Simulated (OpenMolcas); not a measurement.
**O²⁺: effect of the basis set**

- Program: OpenMolcas 26.06
- Method: SS-CASPT2, IPEA 0.25 Eh, imaginary shift 0.1 Eh (closed shells correlated: 1s)
- Active space: 4 electrons in 8 orbitals (2s 2p 3s 3p)
- State averaging: 2S+1 = 3 even, 3 roots; 2S+1 = 1 even, 11 roots; 2S+1 = 5 odd, 1 root; 2S+1 = 3 odd, 9 roots; 2S+1 = 1 odd, 8 roots
- Spin-orbit coupling: state interaction with AMFI integrals over the reference wave functions, term energies averaged over their components

A. ANO-RCC-VTZP [4s3p2d1f], DKH2, point nucleus; CASPT2 step of the order of 7 core-seconds
B. ANO-RCC-VQZP [5s4p3d2f1g], DKH2, point nucleus; CASPT2 step of the order of 16 core-seconds
C. ANO-RCC [8s7p4d3f2g], DKH2, point nucleus; CASPT2 step about 17 core-seconds

Energies in cm⁻¹ above 2s² 2p² ³P₀, the measured ground level; measured values from Moore, Selected Tables of Atomic Spectra, NSRDS-NBS 3, section 11.

```json
{"Level": "2s² 2p² ³P₀", "A": "0.0", "B": "0.0", "C": "0.0", "Measured": "0.0"}
{"Level": "2s² 2p² ³P₁", "A": "109", "B": "107", "C": "108", "Measured": "113"}
{"Level": "2s² 2p² ³P₂", "A": "323", "B": "317", "C": "319", "Measured": ""}
{"Level": "2s² 2p² ¹D₂", "A": "20900", "B": "20660", "C": "20510", "Measured": "20273"}
{"Level": "2s² 2p² ¹S₀", "A": "43380", "B": "42960", "C": "42770", "Measured": "43186"}
{"Level": "2s 2p³ ⁵S°₂", "A": "58370", "B": "58470", "C": "58960", "Measured": "60325"}
{"Level": "2s 2p³ ³D°₁", "A": "119160", "B": "118650", "C": "118720", "Measured": ""}
{"Level": "2s 2p³ ³D°₂", "A": "119160", "B": "118650", "C": "118730", "Measured": ""}
{"Level": "2s 2p³ ³D°₃", "A": "119170", "B": "118660", "C": "118730", "Measured": ""}
{"Level": "2s 2p³ ³P°₀", "A": "142590", "B": "141980", "C": "141940", "Measured": ""}
{"Level": "2s 2p³ ³P°₁", "A": "142600", "B": "141990", "C": "141940", "Measured": ""}
{"Level": "2s 2p³ ³P°₂", "A": "142620", "B": "142000", "C": "141950", "Measured": ""}
{"Level": "2s 2p³ ¹D°₂", "A": "189440", "B": "188340", "C": "187970", "Measured": "187054"}
{"Level": "2s 2p³ ³S°₁", "A": "198350", "B": "197450", "C": "197060", "Measured": "197088"}
{"Level": "2s 2p³ ¹P°₁", "A": "212160", "B": "210980", "C": "210550", "Measured": "210462"}
```

Deviations, from unrounded energies. A percentage is the sum of absolute deviations over the sum of measured energies, with the sign that they share, or ± where signs differ.

| Against measurement | Levels | A | B | C |
| --- | --- | --- | --- | --- |
| mean absolute deviation (cm-1) | 7 | 1200 | 660 | 440 |
| fine structure of the ground term (%) | 1 | -3.4 | -5.1 | -4.6 |
| other terms of the ground configuration (%) | 2 | +1.3 | ±1.0 | ±1.0 |
| other configurations (%) | 4 | ±1.1 | ±0.6 | ±0.4 |

C lies closest to measurement on these levels and A furthest from it. The largest miss of C in the table is 2s 2p³ ⁵S°₂, by -1400 cm-1. The ranking rests on the paired levels alone, and a cruder setting can come out closer through cancelling errors.

Among A to C the level of the table that moves most is 2s 2p³ ¹P°₁, by 1600 cm-1 (lowest in C, highest in A). Moves below CASPT2's spread within the term are not significant.

CASPT2 breaks the degeneracy within a term, and the mean is taken; among the terms shown or strongly mixed into the levels shown the widest spread is 88 cm-1 (2s 2p³ ¹D°, A). Active for correlation alone: 3p 3s; no level in the range computed is led by a configuration that fills them, so any true level of that kind is missing. Measured partners are found by configuration, term and J. A level has none where our copy of the source lacks it or the pairing is in doubt (some pairs that miss far off the trend of their configuration count as doubtful), and it then counts in no deviation. Levels of configurations outside the active space are missing. The table leaves out levels that lie high or whose names do not pair safely across all columns.

° marks odd parity.
